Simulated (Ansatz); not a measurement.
Competing steps

Reactants: SiH₂OF₂ ([OH][SiH]([F])[F]) (brackets give SMILES or just the links). Saddle points were found for several chosen steps; others may exist. Gas-phase electronic energies, without zero-point energy, by CCSD(T) at an estimated basis limit (MP2 extrapolated from triple and quadruple zeta, plus CCSD(T) − MP2 in triple zeta); Ansatz 0.2.0, def2-TZVPP and QZVPP, frozen cores, on PBE0-D4/def2-TZVP structures. Extrapolation: Hartree–Fock as exp(−7.88 √X), correlation as X^−2.97. No counterpoise correction.

(1) Rank the steps by the energy of their saddle points, lowest first, and give each saddle's height above the lowest. (An estimate is asked for; the value comes from the calculation.)
A. 1,2-elimination, to SiOF₂ ([O][Si]([F])[F]) + H₂ (breaks or loosens H–O, H–Si; forms H–H)
B. 1,1-elimination, to SiF₂ + H₂O (breaks or loosens H–Si, O–Si; forms H–O)

(2) Does the lowest of these saddles lead to the lowest end structure (the products still in contact)? (Judge from chemistry; the calculation decides.)

No T1 diagnostic of these runs exceeds 0.015. The restricted Hartree–Fock reference is unstable towards an unrestricted one at one or more of these structures.

For scale, one of the runs: CCSD(T)/def2-TZVPP, 163 basis functions, launched by `ansatz run in.yaml --threads 2 --pin off --events-out ev --progress --plain --max-ram 4352MiB`. The run took 45 s on 2 CPU threads of an Arm Neoverse V1 (shared host), with 1.3 GiB of host memory at its peak.

## Answers

(1) By the calculation: A (0.0 kJ/mol), B (61.8 kJ/mol). Heights count from the lowest.

The lowest of these saddles lies at 293.7 kJ/mol relative to the reactant.

(2) The calculation gives: No: the step over a higher saddle ends lower. Relative to the reactant, the ends lie at 243.7 (SiOF₂ ([O][Si]([F])[F]) + H₂); 225.6 (SiF₂ + H₂O) kJ/mol.
